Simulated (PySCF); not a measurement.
# Dipole moment and polarisability of NbS(OH)3

Species: NbS(OH)3 (singlet state).
Cartesian coordinates in Å at the PBE0-D3(BJ)/def2-SVP level; atoms count from 1:
```
atom  x, y, z in Å
Nb1    0.000   -0.003    0.047
S2     0.025   -0.054    2.197
O3     1.749    0.265   -0.596
H4     2.592    0.391   -0.151
O5    -1.095    1.405   -0.545
H6    -1.637    2.076   -0.119
O7    -0.664   -1.632   -0.618
H8    -0.971   -2.448   -0.214
```

Level: wB97X-D/def2-SVPD (PySCF), static field, nuclei fixed, core orbitals frozen in the response. The polarisability tensor in these axes (au):

```
x   67.52  0.00  0.33
y    0.00 67.63 -0.53
z    0.33 -0.53 87.59
```

Question: Give the principal values, the mean and the anisotropy Δα = √{½[(α1 − α2)² + (α2 − α3)² + (α1 − α3)²]}.

Answer: Principal values 67.51, 67.61 and 87.61 au; mean 74.25 au = 11.00 Å³ = 12.24 × 10⁻⁴⁰ C²·m²/J; Δα = 20.05 au (27 % of the mean).

Question: What is the dipole moment, and where does it point?

Answer: (-0.07, 0.03, -0.49) D, 0.50 D in size, pointing from the negative to the positive side. Measured along this direction, the outermost atoms are S2 at the negative end and O5 at the positive end.

Question: Refractivity n − 1 of an ideal gas of it at 298.15 K and 1 atm, from the electronic α?

Answer: N = p/kT = 2.4615 × 10¹⁹ cm⁻³, so n − 1 = 2π × N × 11.00 × 10⁻²⁴ cm³ = 1702 × 10⁻⁶ at long wavelengths.

Question: What depolarisation ratio follows for Rayleigh scattering of linearly polarised light, taking the static tensor?

Answer: ρ = 3Δα²/(45ᾱ² + 4Δα²) = 1206.0/(248065 + 1608.0) = 0.00483.

Question: How large is μ²/3kT at 400 K beside α?

Answer: In Gaussian units μ²/3kT = 1.48 Å³ against 11.00 Å³, a ratio of 0.13; the Debye molar polarisation (4π/3)N_A(α + μ²/3kT) is 31.5 cm³/mol, leaving out the vibrational part.

Question: What molar refraction does this α imply?

Answer: Lorentz–Lorenz: R = (4π/3)N_A α = 2.5225 cm³/(mol·Å³) × 11.00 Å³ = 27.8 cm³/mol, in the limit of long wavelengths.

Geometry: PBE0-D3(BJ)/def2-SVP; no solvent, vibrations or thermal averaging. Atoms past krypton carry effective core potentials; spin–orbit coupling is left out.
